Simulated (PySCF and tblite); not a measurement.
2 diastereomers of C7H8FNO, numbered alike:

```json
{"isomer": "A", "SMILES": "[N:1]#[C:2][C@:3]1([F:4])[CH2:5][CH2:6][CH2:7][C@@H:8]2[O:9][C@H:10]12", "descriptors (one enantiomer)": "3R, 8S, 10S"}
{"isomer": "B", "SMILES": "[N:1]#[C:2][C@@:3]1([F:4])[CH2:5][CH2:6][CH2:7][C@@H:8]2[O:9][C@H:10]12", "descriptors (one enantiomer)": "3S, 8S, 10S"}
```

Computed spectrum of one of them (conformer average at 298.15 K; GFN2-xTB geometries, energies PBE0/pcseg-1 (IEF-PCM, dichloromethane) (D3(BJ) added where defined), GIAO shieldings HSE06/pcSseg-1 (IEF-PCM, dichloromethane); references on GFN2-xTB geometries), in ppm: ¹H (against TMS): 3.44 (1H), 3.29 (1H), 2.23 (1H), 2.12 (1H), 2.05 (1H), 1.95 (1H), 1.65 (1H), 1.46 (1H). ¹³C (against TMS): 126.5 (1C), 88.9 (1C), 54.2 (1C), 53.5 (1C), 38.0 (1C), 28.8 (1C), 17.8 (1C). Of the H, only those on carbon are given.

Q: Which isomer is it?

A: A. After a straight-line scaling (slope 0.85 to 1.15) of computed carbon shifts, the largest errors are A 0.8 ppm (at 53.5), B 5.5 ppm (at 17.8). Assigned: ¹H (against TMS): 3.44 (H8, 1H), 3.29 (H10, 1H), 2.23 (H5a, 1H), 2.12 (H7a, 1H), 2.05 (H5b, 1H), 1.95 (H7b, 1H), 1.65 (H6a, 1H), 1.46 (H6b, 1H). ¹³C (against TMS): 126.5 (C2), 88.9 (C3), 54.2 (C8), 53.5 (C10), 38.0 (C5), 28.8 (C7), 17.8 (C6). For comparison, at another level (GFN2-xTB geometries, energies PBE0/pcSseg-1 (D3(BJ) added where defined), GIAO shieldings PBE0/pcSseg-1) the isomers give: A: ¹H (against TMS): 3.14 (H8, 1H), 3.06 (H10, 1H), 2.01 (H5a, 1H), 1.99 (H7a, 1H), 1.89 (H5b, 1H), 1.77 (H7b, 1H), 1.57 (H6a, 1H), 1.48 (H6b, 1H). ¹³C (against TMS): 122.4 (C2), 86.5 (C3), 52.9 (C10), 52.2 (C8), 36.9 (C5), 28.3 (C7), 17.8 (C6). ¹⁹F (against CFCl3): -186.7 (F4). ¹⁵N (against NH3): 312.4 (N1). B: ¹H (against TMS): 3.29 (H10, 1H), 3.13 (H8, 1H), 2.17 (H5a, 1H), 1.95 (H5b, 1H), 1.81 (H7a, 1H), 1.78 (H7b, 1H), 1.75 (H6a, 1H), 1.63 (H6b, 1H). ¹³C (against TMS): 122.3 (C2), 91.0 (C3), 54.8 (C10), 54.1 (C8), 33.7 (C5), 26.8 (C7), 24.8 (C6). ¹⁹F (against CFCl3): -182.0 (F4). ¹⁵N (against NH3): 314.7 (N1).

Unscaled ¹⁹F and ¹⁵N shifts at such levels can be off by tens of ppm; differences between conformers or isomers are more reliable. Shifts are unscaled: against experiment ¹³C can be off by 15 ppm or more and ¹H by 0.8 ppm.


¹⁵N shifts are against a computed isolated NH3 molecule, about 20 ppm from the liquid.